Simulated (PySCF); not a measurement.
Al(I)(OH)(OMe) (CH4AlIO2), SMILES [O]([Al]([I])[OH])C. The structure is a stationary point at PBE-D3(BJ)/def2-SVP. The structure was generated by enumeration; whether it is a known compound was not checked. The def2 effective core potentials stand for the cores of I; spin–orbit coupling is left out. One conformer was computed; it need not be the lowest.

Computed equilibrium geometry at PBE-D3(BJ)/def2-SVP (PySCF confirms it by a frequency run) as a Z-matrix, and its point group (one conformer of several):
point group Cs.
```
O
C 1 1.4057
H 2 1.1130 1 110.37
H 2 1.1130 3 107.47 1 -120.40
H 2 1.1147 3 107.71 4 -115.80
Al 1 1.7047 2 135.79 3 120.68
O 6 1.7082 1 120.57 2 180.00
H 7 0.9710 6 120.72 1 0.00
I 6 2.4719 1 121.30 2 0.00
```
